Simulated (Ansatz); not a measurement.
Start from `COB(F)Cl` and change one element to get `C[Se]B(F)Cl`.

Ansatz, PBE0-D4/def2-TZVP geometries, multiplicity 1. Each molecule was computed in one conformer, which needn't be the lowest.

Scalar relativity is left out up to krypton.

| property | `COB(F)Cl` |
| --- | --- |
| HOMO–LUMO gap (ωB97M-V/def2-TZVPP) / eV | 13.83 |
| LUMO energy (ωB97M-V/def2-TZVPP) / eV | 2.20 |
| zero-point energy (PBE0-D4/def2-TZVP) / kJ/mol | 134.6 |
| HOMO–LUMO gap (PBE0/def2-TZVPP) / eV | 9.87 |
| HOMO–LUMO gap (PBE/def2-TZVPP) / eV | 7.30 |
| HOMO energy (PBE0/def2-TZVPP) / eV | -9.30 |

Problem. What does the change do to each property? (An estimate is asked.)

Solution. Computed: 
| property | `C[Se]B(F)Cl` | shift |
| --- | --- | --- |
| HOMO–LUMO gap (ωB97M-V/def2-TZVPP) / eV | 10.88 | -2.95 |
| LUMO energy (ωB97M-V/def2-TZVPP) / eV | 1.44 | -0.76 |
| zero-point energy (PBE0-D4/def2-TZVP) / kJ/mol | 121.6 | -13.0 |
| HOMO–LUMO gap (PBE0/def2-TZVPP) / eV | 6.70 | -3.17 |
| HOMO–LUMO gap (PBE/def2-TZVPP) / eV | 4.66 | -2.64 |
| HOMO energy (PBE0/def2-TZVPP) / eV | -7.32 | 1.98 |

With PBE0 the HOMO rises by 1.98 eV and the LUMO falls by 1.19 eV, so the gap narrows by about 3.17 eV. PBE moves the HOMO by 1.59 eV and ωB97M-V by 2.19 eV.

Spin–orbit coupling is left out; it splits and shifts lone-pair levels of the heavy atoms by tenths of an eV.
